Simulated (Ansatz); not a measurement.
Species: sum formula Si$_{2}$NH$_{4}$Cl$_{3}$ (charge 0, singlet). SMILES: [SiH3]N[Si](Cl)(Cl)Cl
Geometry from a B3LYP-D3(BJ)/def2-TZVP (Ansatz, a first-principles code) optimisation:
```
N
H 1 1.0116
Si 1 1.6901 2 115.35
Si 1 1.7482 2 114.91 3 -179.64
H 4 1.4779 1 111.23 2 120.06
H 4 1.4780 5 108.80 1 -122.99
H 4 1.4794 5 109.94 6 -120.37
Cl 3 2.0434 1 107.38 2 178.47
Cl 3 2.0467 1 111.99 2 58.31
Cl 3 2.0471 1 112.26 2 -61.51
```

Quantity: atomisation energy (electronic, to ground-state atoms); the coupled-cluster value holds the core correlation from cc-pwCVTZ, in eV. Correlated levels leave the core frozen unless marked. UHF or UKS for open shells. No spin-orbit coupling. No relativistic terms. Basis-set limits of correlation are two-point, X^-3; Hartree-Fock from the larger set.

Level to compare with: CCSD(T)/CBS(aug-cc-pV(T+d)Z,aug-cc-pV(Q+d)Z) plus the core term (Ansatz), 34.73 eV. It is a level with limits of its own, and the differences hold the functionals' basis error too.

Question: Rank these functionals by how close they come to CCSD(T)/CBS(aug-cc-pV(T+d)Z,aug-cc-pV(Q+d)Z), closest first: r2SCAN/def2-TZVPD (Ansatz); revPBE/def2-TZVPD (Ansatz); PBE/def2-TZVPD (Ansatz).

Answer: r2SCAN/def2-TZVPD (meta-GGA, 34.38 eV, difference -0.35), PBE/def2-TZVPD (GGA, 34.18 eV, difference -0.55), revPBE/def2-TZVPD (GGA, 32.82 eV, difference -1.91)
